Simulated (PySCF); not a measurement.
**Spinor energies of Sn⁺ (tin, charge +1)**

Start: [Kr] 4d10 5s2 5p1; 5p3/2 filled at m_j = +3/2. Calculated with PySCF 2.14 in x2c-QZVPPall-2c: generalised Hartree-Fock with the X2C-1e Hamiltonian and a Gaussian nucleus; one run each with spin-orbit coupling (SO) screened by Boettger's factors, then bare. This is a chosen level, not necessarily the ground level.

```tsv
spinor shell	electrons	ε, screened SO (eV)	ε, bare SO (eV)	weight of nominal j (bare SO)	rms radius, bare SO (bohr)
1s1/2	2	-29353.2	-29353.0	1.000	0.0333
2s1/2	2	-4531.0	-4530.9	1.000	0.136
2p1/2	2	-4221.9	-4229.2	1.000	0.117
2p3/2	4	-3988.8	-3985.8	1.000	0.123
3s1/2	2	-920.91	-920.89	1.000	0.361
3p1/2	2	-793.84	-795.18	1.000	0.354
3p3/2	4	-749.88	-749.32	1.000	0.366
3d3/2	4	-527.47	-528.83	1.000	0.339
3d5/2	6	-518.52	-517.63	1.000	0.343
4s1/2	2	-168.20	-168.20	1.000	0.874
4p1/2	2	-123.68	-123.95	1.000	0.930
4p3/2	4	-115.75	-115.65	1.000	0.960
4d3/2	4	-44.392	-44.575	0.997	1.17
4d5/2	6	-43.244	-43.131	0.998	1.19
5s1/2	2	-20.909	-20.911	0.999	2.53
5p3/2	1	-13.724	-13.718	1.000	3.17
```

```
   quantity  screened SO      bare SO
E (hartree)  -6174.34177  -6174.47908
        M_J          3/2          3/2
       ⟨J²⟩        3.761        3.761
       ⟨L²⟩        2.026        2.029
       ⟨S²⟩        0.771        0.774
```

Each row is a mean over spinors that exchange with the open shell spreads, by up to 1.944 eV (5s1/2).

Breit and QED terms are absent; they matter most for the inner s and p1/2 levels.

Densities and radii are taken from the X2C orbitals without a picture-change correction, which distorts them close to the nucleus.
